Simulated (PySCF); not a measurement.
A PySCF script (with the pyscf-properties extension) for the NMR shieldings of SMILES BOCC[C@H](C)SC, C₅H₁₃BOS, on a GFN2-xTB geometry:

```python
import basis_set_exchange as bse
import numpy as np
from pyscf import gto, dft
from pyscf.prop import nmr

atoms = """
B     2.084403   -0.829390    1.519453
O     1.793697    0.404054    1.146064
C     1.703458    0.840498   -0.190228
C     0.239129    1.095846   -0.561350
C    -0.578566   -0.192550   -0.613871
C    -0.384934   -0.959499   -1.911713
S    -2.370862    0.190535   -0.429064
C    -2.472396    0.286604    1.379685
H     2.068206   -1.024286    2.674887
H     2.347076   -1.682750    0.743199
H     2.266115    1.777917   -0.265503
H     2.149179    0.102983   -0.868738
H    -0.181902    1.769053    0.188571
H     0.193828    1.597384   -1.529307
H    -0.326383   -0.827226    0.240831
H     0.658882   -1.239681   -2.037474
H    -0.989066   -1.863715   -1.908049
H    -0.690015   -0.348181   -2.758691
H    -1.814195    1.067448    1.750023
H    -3.502549    0.525959    1.620839
H    -2.202024   -0.674060    1.809965
"""
names = dict.fromkeys(["B", "O", "C", "S", "H"], "pcSseg-1")
basis = {el: gto.basis.parse(bse.get_basis(n, elements=[el], fmt="nwchem")) for el, n in names.items()}
mol = gto.M(atom=atoms, basis=basis, charge=0, verbose=0)
mf = dft.RKS(mol, xc="PBE0")
mf.grids.level = 2
mf.grids.alignment = dft.numint.BLKSIZE   # the property module wants whole blocks of grid points
mf.conv_tol = 1e-9
mf.kernel()

calc = nmr.RKS(mf)   # GIAO
C = mf.mo_coeff
Co = C[:, mf.mo_occ > 0]
resp = mf.gen_response(singlet=True, hermi=2)
def vind(x):   # induced exchange potential for any number of trial vectors
    d = np.einsum("pi,xij,qj->xpq", C, 2 * x.reshape(-1, C.shape[1], Co.shape[1]), Co, optimize=True)
    return np.einsum("xpq,pi,qj->xij", resp(d - d.transpose(0, 2, 1)), C, Co, optimize=True).ravel()
mo1, _ = nmr.rhf.solve_mo1(calc, with_cphf=vind)
sigma = calc.kernel(mo1)
for i, s in enumerate(sigma):   # ppm
    w = np.linalg.eigvalsh((s + s.T) / 2)
    print("%2d %-2s iso %8.1f  s11 %8.1f  s22 %8.1f  s33 %8.1f" % (i, mol.atom_pure_symbol(i), w.mean(), *w))
```

**Question.** What are the results?

**Answer.** 
```
 0 B  iso     55.7  s11     23.7  s22     43.6  s33     99.8
 1 O  iso    101.9  s11   -112.3  s22     71.7  s33    346.2
 2 C  iso    112.1  s11     82.5  s22     93.6  s33    160.1
 3 C  iso    142.3  s11    127.7  s22    141.9  s33    157.3
 4 C  iso    142.7  s11    122.6  s22    136.3  s33    169.1
 5 C  iso    166.0  s11    149.3  s22    161.9  s33    187.0
 6 S  iso    498.3  s11    310.1  s22    433.1  s33    751.7
 7 C  iso    166.6  s11    146.1  s22    167.2  s33    186.4
 8 H  iso     26.8  s11     25.8  s22     25.9  s33     28.7
 9 H  iso     26.6  s11     24.5  s22     25.8  s33     29.6
10 H  iso     27.0  s11     22.5  s22     26.7  s33     31.9
11 H  iso     27.8  s11     23.6  s22     28.1  s33     31.5
12 H  iso     29.4  s11     24.4  s22     30.4  s33     33.4
13 H  iso     30.2  s11     26.7  s22     29.4  s33     34.5
14 H  iso     29.8  s11     26.6  s22     29.0  s33     33.8
15 H  iso     30.2  s11     24.7  s22     29.0  s33     36.9
16 H  iso     30.2  s11     25.3  s22     28.1  s33     37.1
17 H  iso     30.9  s11     27.1  s22     28.5  s33     37.0
18 H  iso     29.4  s11     24.3  s22     28.6  s33     35.5
19 H  iso     29.8  s11     24.6  s22     26.4  s33     38.5
20 H  iso     29.6  s11     24.8  s22     27.3  s33     36.7
```

These numbers come from an equivalent density-fitted implementation of the same equations, which agrees with the script to about 0.01 ppm for H and up to a few tenths of a ppm for heavy atoms, so last digits may differ.

Size and cost of the density-fitted run: 208 basis functions, 67 s wall time on 1 thread of an Arm Neoverse N1, shared host; peak memory 1 GiB.
